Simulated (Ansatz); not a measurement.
One change: `N[CH2][Zn][SiH3]` becomes `N[CH2][Zn][F]`.

Ansatz, PBE0-D4/def2-TZVP geometries, multiplicity 1. Each molecule was computed in one conformer, which needn't be the lowest.

Scalar relativity is left out up to krypton.

```
                                          property  `N[CH2][Zn][SiH3]`
               HOMO–LUMO gap (PBE/def2-TZVPP) / eV                2.91
               HOMO energy (B3LYP/def2-TZVPP) / eV               -5.53
  size of the dipole moment (B3LYP/def2-TZVPP) / D                0.23
             HOMO–LUMO gap (B3LYP/def2-TZVPP) / eV                4.30
size of the dipole moment (ωB97M-V/def2-TZVPP) / D                0.07
             LUMO energy (ωB97M-V/def2-TZVPP) / eV                0.45
```

**Question.** Give the same properties after the change, and the shifts. (Estimate.)

**Answer.** The calculation gave: 
```tsv
property	`N[CH2][Zn][F]`	shift
HOMO–LUMO gap (PBE/def2-TZVPP) / eV	4.18	1.27
HOMO energy (B3LYP/def2-TZVPP) / eV	-6.72	-1.19
size of the dipole moment (B3LYP/def2-TZVPP) / D	3.72	3.49
HOMO–LUMO gap (B3LYP/def2-TZVPP) / eV	5.87	1.57
size of the dipole moment (ωB97M-V/def2-TZVPP) / D	3.59	3.52
LUMO energy (ωB97M-V/def2-TZVPP) / eV	0.99	0.54
```

With PBE0 the HOMO falls by 1.20 eV and the LUMO rises by 0.49 eV, so the gap widens by about 1.69 eV. PBE moves the HOMO by -0.93 eV and ωB97M-V by -1.38 eV. Dipoles are sizes alone; their direction can turn.

B3LYP here is the variant with VWN-RPA as its local correlation; programs differ in this.
